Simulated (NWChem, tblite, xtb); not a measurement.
## A ladder of methods for CH8BGeN (SMILES BC[NH][GeH3])

CH8BGeN: 12 atoms, total charge 0, spin state singlet. As SMILES, `BC[NH][GeH3]`. The shape is that of a PBE0-D4/def2-TZVP optimisation. This is one conformer, not always the lowest.

```xyz
12

B    -1.9783    0.5540    0.7024
C    -0.7000    0.5010   -0.0834
N     0.5757    0.2403    0.4348
Ge    1.8947   -0.5675   -0.5646
H    -2.9748    0.9094    0.1471
H    -2.0003    0.1171    1.8189
H    -0.6748    0.9324   -1.0850
H    -1.3866   -0.4880   -0.2552
H     0.5758    0.0518    1.4258
H     3.1791   -0.5245    0.2733
H     1.5393   -2.0286   -0.9206
H     2.0269    0.2476   -1.8595
```

Quantity: the dipole moment, in D. The values are calculated.

```json
{"level": "IPEA1-xTB", "kind": "semi-empirical", "program": "tblite", "value (D)": "1.60"}
{"level": "GFN2-xTB", "kind": "semi-empirical", "program": "xtb", "value (D)": "1.47"}
{"level": "GFN1-xTB", "kind": "semi-empirical", "program": "tblite", "value (D)": "1.28"}
{"level": "GFN0-xTB", "kind": "semi-empirical", "program": "xtb", "value (D)": "1.42"}
{"level": "HF/STO-3G", "kind": "Hartree–Fock", "program": "NWChem", "value (D)": "1.98"}
{"level": "HF/3-21G", "kind": "Hartree–Fock", "program": "NWChem", "value (D)": "1.42"}
{"level": "B3LYP/6-31G* (spherical functions)", "kind": "global hybrid", "program": "NWChem", "value (D)": "1.64"}
{"level": "PBE0/6-31G* (spherical functions)", "kind": "global hybrid", "program": "NWChem", "value (D)": "1.68"}
{"level": "B3LYP/6-31G* (Cartesian functions)", "kind": "global hybrid", "program": "NWChem", "value (D)": "1.63"}
```

All-electron rows without a relativistic Hamiltonian named are non-relativistic. The values span 1.28 to 1.98 D. Magnitudes only. Sets without polarisation functions give poor dipoles.
